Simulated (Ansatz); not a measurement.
Basis-set extrapolation for AlClH$_{4}$O$_{2}$Si (`[OH][Al]([Cl])[O][SiH3]`) (PBE0-D4/def2-TZVP geometry, frozen core, the Gaussian-basis code of Ansatz). Multiplicity 1, RHF reference.

```
                       def2-TZVPP    def2-QZVPP
                 HF  -1142.761193  -1142.798545
    MP2 correlation     -0.857085     -0.931548
CCSD(T) correlation     -0.928799       not run
```

Energies in hartree. Use E(X) = E(∞) + A·exp(−7.88·√X) for Hartree–Fock and E(X) = E(∞) + B·X^(−2.97) for correlation, with X = 3 and 4, and add CCSD(T) minus MP2 of the smaller set to the MP2 limit.

What is the CCSD(T) energy at the basis-set limit?

HF limit: -1142.798545 + (-0.037352) × 0.13774 = -1142.80369. MP2 limit: -0.931548 + (-0.074463) × 0.74074 = -0.98671. Higher-order term: -0.928799 − (-0.857085) = -0.07171. Total: -1143.86211 hartree, 108.0 kcal/mol below CCSD(T)/def2-TZVPP.
